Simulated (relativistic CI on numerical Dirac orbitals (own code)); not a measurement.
Electric-dipole lines of Pb⁶⁺

Calculated at this level of theory: Dirac-Coulomb-Breit CI, separate exchange-only KLI orbitals for each configuration, model QED, unscaled Slater integrals (own radial code, finite nucleus).

Configuration list (outside the closed core [Kr] 4d10 4f14): 5s2 5p6 5d8, 5s2 5p6 5d7 6s, 5s2 5p6 5d7 5f, 5s2 5p6 5d7 6p, 5s2 5p5 5d9, 5s2 5p6 5d7 5g, 5s2 5p6 5d7 6d, 5s2 5p6 5d7 7s, 5s2 5p6 5d6 6s 6p, 5s2 5p6 5d7 7p, 5s2 5p6 5d7 6f, 5s2 5p6 5d7 7d, 5s2 5p6 5d7 8s, 5s2 5p6 5d7 8p, 5s2 5p5 5d8 5f, 5s2 5p6 5d6 5f 6s, 5s 5p6 5d9, 5s2 5p6 5d7 7f, 5s2 5p5 5d8 5g, 5s2 5p5 5d8 6s, 5s2 5p5 5d8 6p, 5s 5p6 5d8 5f, 5s2 5p6 5d6 6s2, 5s2 5p6 5d5 5f 6s2, 5s2 5p6 5d5 6s2 6p, 5s2 5p6 5d5 5g 6s2, 5s2 5p6 5d5 6s2 6d. Double excitations out of closed p, d and f shells are left out; levels of such configurations are missing from the list, as are those of other unlisted configurations, and high levels can miss mixing partners.

| λ vac (nm) | Lower | Upper | A (s⁻¹) | E lower (cm⁻¹) | E upper (cm⁻¹) |
| --- | --- | --- | --- | --- | --- |
| 20.806 | 5s2 5p6 5d8 3F_4 [1] | 5s2 5p6 5d7 5f 3F°_4 [398] | 1.02e+10 | 0 | 480637 |
| 20.828 | 5s2 5p6 5d8 3F_4 [1] | 5s2 5p6 5d7 5f 3F°_3 [397] | 1.07e+10 | 0 | 480131 |
| 21.344 | 5s2 5p6 5d8 3F_4 [1] | 5s2 5p6 5d7 5f 3D°_3 [325] | 1.50e+10 | 0 | 468514 |
| 30.245 | 5s2 5p6 5d8 1G_4 [7] | 5s2 5p6 5d7 6p 1F°_3 [143] | 1.25e+10 | 40808 | 371442 |
| 30.619 | 5s2 5p6 5d8 1G_4 [7] | 5s2 5p6 5d7 6p 3G°_3 [135] | 9.10e+09 | 40808 | 367402 |
| 31.032 | 5s2 5p6 5d8 3F_4 [1] | 5s2 5p6 5d7 6p 3D°_3 [80] | 1.55e+10 | 0 | 322247 |
| 31.333 | 5s2 5p6 5d8 3F_3 [3] | 5s2 5p6 5d7 6p 3D°_3 [105] | 7.80e+09 | 20734 | 339886 |
| 31.618 | 5s2 5p6 5d8 3F_3 [3] | 5s2 5p6 5d7 6p 3D°_2 [101] | 1.11e+10 | 20734 | 337008 |
| 31.645 | 5s2 5p6 5d8 1D_2 [2] | 5s2 5p6 5d7 6p 1D°_2 [87] | 1.34e+10 | 11155 | 327157 |
| 31.879 | 5s2 5p6 5d8 3F_3 [3] | 5s2 5p6 5d7 6p 3G°_4 [96] | 6.67e+09 | 20734 | 334423 |
| 31.973 | 5s2 5p6 5d8 3P_2 [5] | 5s2 5p6 5d7 6p 3D°_3 [110] | 1.23e+10 | 31055 | 343819 |
| 31.984 | 5s2 5p6 5d8 1D_2 [2] | 5s2 5p6 5d7 6p 3P°_1 [83] | 1.32e+10 | 11155 | 323810 |
| 32.141 | 5s2 5p6 5d8 3F_4 [1] | 5s2 5p6 5d7 6p 3F°_4 [70] | 1.04e+10 | 0 | 311132 |
| 32.169 | 5s2 5p6 5d8 1G_4 [7] | 5s2 5p6 5d7 6p 1G°_4 [118] | 1.95e+10 | 40808 | 351663 |
| 32.227 | 5s2 5p6 5d8 3F_4 [1] | 5s2 5p6 5d7 6p 3G°_5 [69] | 1.17e+10 | 0 | 310300 |
| 32.371 | 5s2 5p6 5d8 3F_4 [1] | 5s2 5p6 5d7 6p 3F°_4 [67] | 9.20e+09 | 0 | 308915 |
| 32.400 | 5s2 5p6 5d8 3F_3 [3] | 5s2 5p6 5d7 6p 3F°_3 [89] | 6.70e+09 | 20734 | 329372 |
| 33.035 | 5s2 5p6 5d8 1D_2 [2] | 5s2 5p6 5d7 6p 1F°_3 [71] | 8.79e+09 | 11155 | 313868 |
| 57.727 | 5s2 5p6 5d7 6p 5D°_4 [44] | 5s2 5p6 5d7 6d 5P_3 [199] | 1.23e+10 | 264775 | 438006 |
| 58.148 | 5s2 5p6 5d7 6p 5F°_5 [61] | 5s2 5p6 5d7 6d 3K_6 [331] | 9.74e+09 | 298656 | 470630 |
| 58.248 | 5s2 5p6 5d7 6p 5D°_4 [44] | 5s2 5p6 5d7 6d 5F_4 [197] | 8.95e+09 | 264775 | 436455 |
| 58.282 | 5s2 5p6 5d7 6p 5G°_4 [55] | 5s2 5p6 5d7 6d 5H_5 [272] | 1.07e+10 | 287270 | 458849 |
| 58.402 | 5s2 5p6 5d7 6p 3G°_5 [47] | 5s2 5p6 5d7 6d 5G_6 [201] | 1.15e+10 | 268377 | 439606 |
| 58.888 | 5s2 5p6 5d7 6p 3I°_6 [66] | 5s2 5p6 5d7 6d 1K_7 [386] | 1.28e+10 | 308633 | 478448 |
| 59.305 | 5s2 5p6 5d7 6p 3G°_5 [47] | 5s2 5p6 5d7 6d 5F_5 [198] | 6.60e+09 | 268377 | 436996 |
| 70.786 | 5s2 5p6 5d7 6p 5G°_6 [63] | 5s2 5p6 5d7 6d 5H_7 [213] | 1.07e+10 | 302342 | 443614 |
| 70.830 | 5s2 5p6 5d7 6p 5F°_4 [78] | 5s2 5p6 5d7 6d 5G_5 [289] | 7.71e+09 | 320942 | 462124 |
| 70.991 | 5s2 5p6 5d7 6p 3G°_5 [64] | 5s2 5p6 5d7 6d 3H_6 [215] | 5.75e+09 | 302878 | 443740 |
| 70.999 | 5s2 5p6 5d7 6p 3H°_6 [95] | 5s2 5p6 5d7 6d 3I_7 [357] | 1.01e+10 | 333875 | 474721 |
| 71.019 | 5s2 5p6 5d7 6p 5G°_5 [81] | 5s2 5p6 5d7 6d 5H_6 [296] | 1.06e+10 | 322744 | 463551 |
| 71.170 | 5s2 5p6 5d7 6p 3F°_4 [82] | 5s2 5p6 5d7 6d 3H_5 [297] | 9.45e+09 | 323094 | 463603 |
| 73.182 | 5s2 5p6 5d7 6s 3H_6 [25] | 5s2 5p6 5d7 6p 3H°_6 [115] | 3.13e+09 | 212573 | 349218 |
| 73.291 | 5s2 5p6 5d7 6s 5F_3 [12] | 5s2 5p6 5d7 6p 3F°_4 [82] | 2.54e+09 | 186651 | 323094 |
| 73.771 | 5s2 5p6 5d7 6s 5F_5 [10] | 5s2 5p6 5d7 6p 3G°_5 [64] | 1.58e+09 | 167323 | 302878 |
| 74.063 | 5s2 5p6 5d7 6s 5F_5 [10] | 5s2 5p6 5d7 6p 5G°_6 [63] | 4.24e+09 | 167323 | 302342 |
| 74.090 | 5s2 5p6 5d7 6s 3G_5 [19] | 5s2 5p6 5d7 6p 3G°_5 [103] | 2.52e+09 | 203195 | 338165 |
| 74.318 | 5s2 5p6 5d7 6s 3H_5 [28] | 5s2 5p6 5d7 6p 3H°_5 [119] | 2.46e+09 | 217745 | 352302 |
| 76.292 | 5s2 5p6 5d7 6s 3D_3 [30] | 5s2 5p6 5d7 6p 3F°_4 [124] | 3.36e+09 | 226093 | 357169 |
| 76.523 | 5s2 5p6 5d7 6s 3G_5 [19] | 5s2 5p6 5d7 6p 3H°_6 [95] | 3.58e+09 | 203195 | 333875 |
| 76.814 | 5s2 5p6 5d7 6s 3F_4 [16] | 5s2 5p6 5d7 6p 5G°_5 [81] | 3.01e+09 | 192559 | 322744 |
| 77.544 | 5s2 5p6 5d7 6s 3H_6 [25] | 5s2 5p6 5d7 6p 3I°_7 [107] | 3.76e+09 | 212573 | 341532 |
| 77.892 | 5s2 5p6 5d7 6s 3F_4 [16] | 5s2 5p6 5d7 6p 5F°_4 [78] | 1.72e+09 | 192559 | 320942 |
| 78.380 | 5s2 5p6 5d7 6s 1G_4 [29] | 5s2 5p6 5d7 6p 1H°_5 [113] | 2.25e+09 | 219433 | 347016 |
| 79.402 | 5s2 5p6 5d7 6s 1H_5 [38] | 5s2 5p6 5d7 6p 3I°_6 [131] | 3.33e+09 | 237309 | 363251 |
| 98.957 | 5s2 5p6 5d7 6s 5F_5 [10] | 5s2 5p6 5d7 6p 3G°_5 [47] | 9.27e+08 | 167323 | 268377 |

Terms are leading LS components. Brackets give the number of a level in order of energy, since labels repeat. The list gives strong lines, with weight on those to low levels, without lines whose two gauges differ by over a factor of 2.5, among the lowest 400 of 5663 levels, so that lines to higher ones, which can be the strongest, are missing. Levels whose partners in the same complex of configurations lie outside the list can be far off, and so can their lines. Rates are taken at the computed energies, electric ones in the length gauge.

At this charge configurations can still be misplaced by up to about 7 % of their energy. Terms inside the open d or f shell come out 10 to 20 % too wide with unscaled integrals. Levels and lines within the n = 5 or 6 shells can be off by up to 10 % or somewhat more, and those that change n by about 2 %, since core polarisation is missing.

LS names give the leading component of a level, which can be under half, so a name can repeat, a term be missing and a line seem to break the LS rules.
